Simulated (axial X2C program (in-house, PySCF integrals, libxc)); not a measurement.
## Levels of CuI⁻ by electron attachment to CuI (EOM-EA-CCSD)

Computed with an in-house all-electron X2C program for linear molecules (integrals from PySCF): two-component X2C with atomic mean-field Coulomb and Gaunt terms, Gaussian nuclei, basis I dyall-acv3z, Cu dyall-acv3z with contracted cores.

R = 2.705 Å (1.150 times 2.352 Å, the PBE0 minimum at charge 0 for the lowest determinant).

Levels of CuI⁻ obtained by attaching an electron to CuI:

```
  Ω  binding energy (eV)  above lowest (cm⁻¹)                attached spinor  one-particle weight
1/2                1.381                    0  58% Cu sσ, 27% Cu pσ, 8% I pσ                 0.96
1/2               -0.245                13115           74% Cu pσ, 22% Cu sσ                 1.00
1/2               -0.277                13376                      95% Cu pπ                 1.00
3/2               -0.281                13404                      96% Cu pπ                 1.00
1/2               -0.698                16765           70% Cu sσ, 25% Cu pσ                 0.99
1/2               -1.103                20039            85% Cu pπ, 8% Cu dπ                 0.98
3/2               -1.111                20103            85% Cu pπ, 8% Cu dπ                 0.98
```

Negative binding energies belong to unbound states, resonances or levels that the basis set holds; within some tenths of an eV of zero the sign is not settled.

This point took 45 s on 1 thread of Arm Neoverse N1, with other jobs on the host.

Reference electrons by ω block (each with its −ω partner): 1/2: 26, 3/2: 12, 5/2: 3. 18 electrons of CuI correlated (inner shells frozen), 84 natural virtual spinors (a truncated set); levels can be off by some tenths of an eV. Roots sought by Ω: (1/2: 5, 3/2: 4, 5/2: 2, 7/2: 1); the list ends where they run out and leaves out roots under 60 % one-particle weight. The solver can skip a root, and states that need a further excitation, which the method places far too high, are missing though they may lie low or lowest. T1 of the reference 0.027 (Lee–Taylor). Number of frozen shells: I 4 s, 3 p, 2 d; Cu 3 s, 2 p. Large amplitudes in the reference (orbital relaxation or multireference character) lower the reliability.
